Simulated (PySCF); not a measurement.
**Pt(2+): excitation energy**

Pt(2+) [Xe] 4f14 5d8 (3F) → Pt(2+) [Xe] 4f14 5d7 6p1 (high-spin determinant), as a difference of total energies. Calculation: PySCF 2.14, in aug-cc-pwCVTZ-PP with ECP60MDF (8s8p7d4f3g, 122 functions); scalar relativity through the core potential. Correlated levels: valence: 5s2 5p6 frozen; valence and next inner shell: nothing frozen outside the core potential. The calculations carry no spin-orbit coupling.

```
                                method  excitation energy (eV)
                                   UHF                  10.373
                                   LDA                  10.975
                                   PBE                  10.882
                                  PBE0                  10.982
                                r2SCAN                  10.848
                                revPBE                  10.890
                                 HSE06                  10.958
                                PBEsol                  10.883
                         MP2 (valence)                  11.244
                     SCS-MP2 (valence)                  11.543
    MP2 (valence and next inner shell)                  11.046
SCS-MP2 (valence and next inner shell)                  11.219
```

Problem. How much does correlation contribute at MP2 (valence and next inner shell)?

Solution. 11.046 − (10.373) = 0.673 eV, measured against UHF.

The determinant of the upper state mixes LS terms, which raises its energy above the lowest term, most at the Hartree-Fock and MP2 levels.
